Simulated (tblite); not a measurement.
C4H8FOS (doublet state).
Atom-mapped SMILES: `[CH3:1][CH:2][S@@:3](=[O:4])[C@H:5]([CH3:6])[F:7]` (hydrogens: H8, H9, H10 on C1; H11 on C2; H12 on C5; H13, H14, H15 on C6)
Bond orders are those of one Lewis drawing.

Computed with GFN2-xTB (tblite), gas phase: L-BFGS steps from a force-field or distance-geometry start until the largest atomic force falls under 0.01 eV/Å.

Step 28: E = -669.1198 eV
```
atom  x, y, z in Å  |  force x, y, z in eV/Å
C1      2.7036    0.3950   -0.0255   -0.035   0.007   0.006
C2      1.4762   -0.4186    0.0900    0.017   0.024  -0.023
S3      0.0298    0.1865    0.8387    0.026   0.009  -0.048
O4     -0.0072    1.6405    0.6863    0.041   0.000   0.013
C5     -1.2611   -0.4876   -0.4395    0.086  -0.041   0.020
C6     -2.6094    0.0030    0.0139    0.033   0.017   0.013
F7     -1.1807   -1.8507   -0.3782    0.025  -0.078   0.019
H8      2.5688    1.3652    0.4533   -0.122  -0.038  -0.026
H9      3.5647   -0.1106    0.4184   -0.028   0.013  -0.040
H10     2.9467    0.5895   -1.0773   -0.021  -0.073   0.050
H11     1.5288   -1.4947    0.0734    0.044   0.023  -0.002
H12    -0.9675   -0.1919   -1.4492   -0.008   0.104   0.018
H13    -2.6111    1.0875    0.0033    0.016   0.073   0.010
H14    -2.7752   -0.3425    1.0316   -0.110  -0.005   0.021
H15    -3.4108   -0.3626   -0.6249    0.035  -0.036  -0.032
```

Step 29: E = -669.1225 eV
```
atom  x, y, z in Å  |  force x, y, z in eV/Å
C1      2.7002    0.3979   -0.0297   -0.040   0.025   0.018
C2      1.4810   -0.4240    0.0994    0.016  -0.078  -0.035
S3      0.0308    0.1716    0.8411   -0.012   0.058  -0.017
O4     -0.0084    1.6282    0.7035    0.043  -0.055  -0.001
C5     -1.2648   -0.4915   -0.4467    0.183   0.002   0.063
C6     -2.6051    0.0077    0.0133    0.011   0.013   0.011
F7     -1.1887   -1.8540   -0.3953    0.014  -0.090   0.019
H8      2.5500    1.3749    0.4307   -0.096  -0.040  -0.028
H9      3.5667   -0.0899    0.4247   -0.044   0.026  -0.047
H10     2.9394    0.5738   -1.0852    0.000  -0.062   0.043
H11     1.5430   -1.5013    0.0962    0.038   0.072  -0.010
H12    -0.9654   -0.1865   -1.4508   -0.012   0.099  -0.010
H13    -2.5981    1.0916    0.0090    0.018   0.094   0.006
H14    -2.7756   -0.3417    1.0273   -0.093  -0.018   0.076
H15    -3.4094   -0.3490   -0.6233   -0.026  -0.045  -0.089
```

Step 30: E = -669.1257 eV
```
atom  x, y, z in Å  |  force x, y, z in eV/Å
C1      2.6967    0.4013   -0.0320   -0.072   0.006   0.001
C2      1.4894   -0.4333    0.1167   -0.003   0.051  -0.059
S3      0.0328    0.1558    0.8451   -0.043  -0.005   0.037
O4     -0.0072    1.6126    0.7177    0.047  -0.021  -0.023
C5     -1.2673   -0.4962   -0.4518    0.235   0.045   0.096
C6     -2.6011    0.0135    0.0132    0.003  -0.005   0.021
F7     -1.2006   -1.8593   -0.4152    0.013  -0.056   0.015
H8      2.5285    1.3850    0.4042   -0.073  -0.006  -0.011
H9      3.5711   -0.0629    0.4311   -0.043   0.029  -0.042
H10     2.9263    0.5511   -1.0927    0.037  -0.037   0.021
H11     1.5627   -1.5046    0.1131    0.032  -0.097   0.001
H12    -0.9624   -0.1763   -1.4496   -0.018   0.069  -0.018
H13    -2.5848    1.0974    0.0152    0.019   0.084   0.003
H14    -2.7824   -0.3410    1.0231   -0.052  -0.019   0.104
H15    -3.4061   -0.3353   -0.6237   -0.082  -0.039  -0.146
```

Step 31: E = -669.1289 eV
```
atom  x, y, z in Å  |  force x, y, z in eV/Å
C1      2.6895    0.4060   -0.0394   -0.062   0.028   0.015
C2      1.4962   -0.4422    0.1280   -0.011  -0.108  -0.047
S3      0.0338    0.1333    0.8497   -0.061   0.042   0.083
O4     -0.0082    1.5931    0.7449    0.044  -0.092  -0.052
C5     -1.2659   -0.5008   -0.4602    0.179   0.076   0.115
C6     -2.5946    0.0206    0.0129   -0.020  -0.017   0.000
F7     -1.2118   -1.8656   -0.4410    0.017   0.017   0.016
H8      2.4962    1.3985    0.3687   -0.030  -0.032  -0.024
H9      3.5714   -0.0303    0.4397   -0.079   0.060  -0.058
H10     2.9167    0.5264   -1.1040    0.061  -0.018   0.023
H11     1.5855   -1.5155    0.1499    0.023   0.007  -0.017
H12    -0.9598   -0.1661   -1.4535   -0.015   0.035   0.005
H13    -2.5630    1.1062    0.0239    0.006   0.006   0.001
H14    -2.7845   -0.3405    1.0201   -0.013  -0.005   0.074
H15    -3.4060   -0.3154   -0.6254   -0.040  -0.001  -0.133
```

Problem. Estimate the geometry and energy of step 32. (The exact step hangs on the optimiser's Hessian estimate; all steps are aligned on step 31, rigid shifts and turns removed.)

Solution. E = -669.1317 eV, largest force 0.167 eV/Å
```
atom  x, y, z in Å  |  force x, y, z in eV/Å
C1      2.6861    0.4061   -0.0411   -0.066   0.000  -0.003
C2      1.4985   -0.4447    0.1283   -0.079  -0.143  -0.034
S3      0.0360    0.1308    0.8513   -0.051  -0.027   0.119
O4     -0.0048    1.5897    0.7484    0.041  -0.044  -0.068
C5     -1.2603   -0.5005   -0.4569    0.057   0.075   0.095
C6     -2.5930    0.0215    0.0144   -0.017  -0.026  -0.003
F7     -1.2117   -1.8664   -0.4465    0.037   0.055   0.021
H8      2.4807    1.3948    0.3601   -0.016   0.091   0.009
H9      3.5688   -0.0206    0.4397   -0.018   0.030  -0.008
H10     2.9142    0.5181   -1.1038    0.079   0.011  -0.060
H11     1.5929   -1.5161    0.1544    0.010  -0.041  -0.017
H12    -0.9594   -0.1593   -1.4508   -0.005   0.013   0.035
H13    -2.5554    1.1085    0.0254   -0.020  -0.048   0.004
H14    -2.7944   -0.3401    1.0215    0.034   0.017   0.007
H15    -3.4025   -0.3141   -0.6300    0.013   0.035  -0.099
```

The energy changes by -0.0028 eV. The first-order estimate −F·Δx gives -0.0045 eV and the mean of the old and new forces, exact on a quadratic surface, -0.0028 eV. The step makes an angle of 68° with the force vector and moves no atom by more than 0.018 Å.

What follows is the cost of the whole relaxation. On Arm Neoverse V2, one thread (shared host), this took 0.4 s of wall time.
